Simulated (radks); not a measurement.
Species: Pb LXXIII. Configuration: [Ne] (the NIST ground configuration).

Method: scalar-relativistic Kohn-Sham, exchange-only PBE, spin-unpolarised, spherical densities, point nucleus; computed with a radial shooting solver on a logarithmic mesh with Libxc functionals.

Energy parts (eV):
| part | energy |
|---|---|
| total | -378537.10 |
| kinetic | 446013.86 |
| electron-nucleus | -845188.90 |
| Hartree | 24853.22 |
| exchange | -4215.29 |

Orbitals (lengths in bohr, moments of r in powers of bohr):
| orbital | occ. | eigenvalue (eV) | <r^4> |
|---|---|---|---|
| 1s | 2 | -95027.00 | 3.511e-07 |
| 2s | 2 | -22253.72 | 0.00004727 |
| 2p | 6 | -20058.06 | 0.00003830 |

The highest occupied level is 2p at -20058 eV. The density falls to 0.001 e/bohr^3 at r = 0.29 bohr.
